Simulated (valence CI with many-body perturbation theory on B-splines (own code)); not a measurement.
The numbers below are computed, except where a source is named.
**Run record, Tm30+**

Method: relativistic CI+MBPT: three valence electrons over a frozen Dirac-Fock core [Kr], a basis of 7 s, 7 p, 8 d, 6 f, 4 g, 1 h functions for each j, with the one-electron correlation potential Σ1 (screened to all orders), the two-electron term Σ2, the three-electron term Σ3, Breit, model QED; selected single and double excitations, second order for the rest, scaled by the run's own slope (own B-spline code, finite nucleus).

Command, and the settings that its task file holds:

```sh
python run_cv.py task.json out
```

```
atom Tm  Z=69  mass_number=169  rms_radius_fm=5.2256
core [Kr]
valence 4d3
avg = 1
basis = M
beyond = 1
breit = 1
cap = 32000
capref = 2200
cscale = 1
de = 0.0
dress = 0
eps = 2e-08
extrap = 1
h = 0.27
hh = 1
l2 = 3
lcore = 6
maxit = 60
n2 = 5
natural = 1
nlev = 190
nno = [4, 4, 5, 4, 3, 1]
nroot = 40
nsp = [3, 3, 3, 2, 1, 0]
pt2 = 1
qed = 1
rpa = 1
s1 = 1
s2 = 1
s3 = 1
screen = 1
tol = 2e-05
whole = 1
```

It took 44 s on 1 thread of Intel(R) Xeon(R) Processor @ 2.30GHz, on a shared host.

Log. The first blocks belong to the next ion, which gives the ionisation energy. Fields: 2J, parity (1 odd), roots, reference size, generating configurations, candidates as configurations/state functions, variational space P, stored matrix elements, Davidson steps; e2 is the range of second-order energies in hartree. The first line gives the box (bohr), its intervals, the orbitals and the steps of their self-consistent field. Window is the range of levels sought, series limit the energy at which the first omitted orbital would enter, core excitation an estimate of the first excitation out of the core, left out the lowest levels not solved, and shifts from estimates the range by which levels moved from their first estimate, all in cm⁻¹.

```
rmax 4.8 intervals 59 orbitals 59 references ['4d3', '4d2 4f', '4d2 5s', '4d 4f2', '4d2 5p'] scf 4 t 1.4
2J=4 par=0 roots 2 ref 43 generators 3 cand 639/639 P 541/541 nnz 0 it 0
2J=4 par=0 roots 2 ref 43 generators 6 cand 141/141 P 615/615 nnz 0 it 0
   second order: generators 8 cand 67/67 e2 -0.00000 -0.00000
2J=0 par=0 roots 2 ref 13 generators 4 cand 207/207 P 214/214 nnz 0 it 0
2J=0 par=0 roots 2 ref 13 generators 5 cand 6/6 P 219/219 nnz 0 it 0
   second order: generators 6 cand 1/1 e2 -0.00000 -0.00000
2J=6 par=0 roots 2 ref 39 generators 2 cand 608/608 P 335/335 nnz 0 it 0
2J=6 par=0 roots 2 ref 39 generators 4 cand 312/312 P 417/417 nnz 0 it 0
   second order: generators 8 cand 230/230 e2 -0.00000 -0.00000
reference levels 1599, estimated 100, window 1773065 1/cm; series limit 6117493, core excitation 1108166
2J=3 par=0 roots 5 ref 119 generators 7 cand 2273/5704 P 1300/3408 nnz 3e+06 it 5
2J=3 par=0 roots 5 ref 119 generators 10 cand 1938/4876 P 1574/4177 nnz 4e+06 it 5
   second order: generators 11 cand 2282/5606 e2 -0.00001 -0.00000
2J=5 par=0 roots 5 ref 143 generators 5 cand 2517/7707 P 1333/4070 nnz 4.3e+06 it 5
2J=5 par=0 roots 5 ref 143 generators 8 cand 2013/6279 P 1615/5013 nnz 5.8e+06 it 5
   second order: generators 9 cand 1731/5336 e2 -0.00001 -0.00000
2J=7 par=0 roots 3 ref 136 generators 2 cand 865/2458 P 1230/3744 nnz 3.8e+06 it 4
2J=7 par=0 roots 3 ref 136 generators 6 cand 2059/6838 P 1468/4535 nnz 5.1e+06 it 5
   second order: generators 8 cand 2593/8633 e2 -0.00001 -0.00001
2J=9 par=0 roots 3 ref 116 generators 4 cand 1510/4718 P 1123/3287 nnz 3e+06 it 4
2J=9 par=0 roots 3 ref 116 generators 8 cand 1957/6087 P 1293/3815 nnz 3.9e+06 it 4
   second order: generators 9 cand 1787/5559 e2 -0.00001 -0.00001
2J=1 par=0 roots 2 ref 67 generators 3 cand 2012/3286 P 1097/1788 nnz 0 it 3
2J=1 par=0 roots 2 ref 67 generators 6 cand 1730/2822 P 1353/2232 nnz 0 it 4
   second order: generators 7 cand 1474/2378 e2 -0.00001 -0.00000
2J=11 par=0 roots 1 ref 80 generators 1 cand 688/1657 P 787/2030 nnz 0 it 4
2J=11 par=0 roots 1 ref 80 generators 3 cand 1871/5253 P 958/2505 nnz 1.8e+06 it 4
   second order: generators 6 cand 2472/7375 e2 -0.00001 -0.00001
2J=7 par=1 roots 16 ref 154 generators 7 cand 2614/7951 P 1841/6399 nnz 7.2e+06 it 5
...
2J=3 par=1 roots 13 ref 133 generators 12 cand 2003/4804 P 2885/7509 nnz 9.1e+06 it 6
   second order: generators 26 cand 3935/9569 e2 -0.00001 -0.00000
2J=13 par=1 roots 5 ref 59 generators 4 cand 1009/2470 P 1567/3786 nnz 2.7e+06 it 3
2J=13 par=1 roots 5 ref 59 generators 5 cand 528/1243 P 1781/4352 nnz 3.5e+06 it 4
   second order: generators 8 cand 1019/2865 e2 -0.00000 -0.00000
2J=15 par=1 roots 2 ref 34 generators 2 cand 441/1006 P 898/1849 nnz 0 it 3
2J=15 par=1 roots 2 ref 34 generators 2 cand 233/540 P 1015/2119 nnz 0 it 3
   second order: generators 6 cand 1063/2595 e2 -0.00000 -0.00000
left out: unestimated 2879537, estimated none, shifts from estimates -16 to 27
operators 4.1
```

The Davidson iterations converged.

The last digits are not significant, and no measured levels were compared; by estimate large intervals hold to a few tenths of a per cent, small ones and those within an open d or f shell to about a per cent. The list stops below the first excitations out of the core.

```yaml
Valence_energy: -133.206 hartree
Ionisation_energy: "1158.6 eV (NIST: 1157 ± 4 eV (theoretical))"
Reference_configurations_for_the_orbitals: 4d3, 4d2 4f, 4d2 5s, 4d 4f2, 4d2 5p
Radial_orbitals: 59
Box_radius: 4.817 bohr
Largest_variational_space: 9431
Lowest_levels: (4d3/2^3) J=3/2 0.000, (4d3/2^2 4d5/2) J=5/2 [a] 9.505, (4d3/2^2 4d5/2) J=3/2 11.835, (4d3/2^2 4d5/2) J=7/2 12.720, (4d3/2^2 4d5/2) J=9/2 13.252, (4d3/2^2 4d5/2) J=1/2 13.475, (4d3/2^2 4d5/2) J=5/2 [b] 19.890, (4d3/2 4d5/2^2) J=7/2 [a] 22.389, (4d3/2 4d5/2^2) J=9/2 23.684, (4d3/2 4d5/2^2) J=3/2 [a] 25.291, (4d3/2 4d5/2^2) J=1/2 26.230, (4d3/2 4d5/2^2) J=11/2 27.085, (4d3/2 4d5/2^2) J=5/2 [a] 27.427, (4d3/2 4d5/2^2) J=5/2 [b] 29.262 eV
```

Levels are named by their leading jj configuration (3d3/2^4 stands for four electrons in 3d with j = 3/2), which in mixed levels can hold well under half, so a name can repeat and another be missing. Letters in brackets count levels of one name in rising energy.
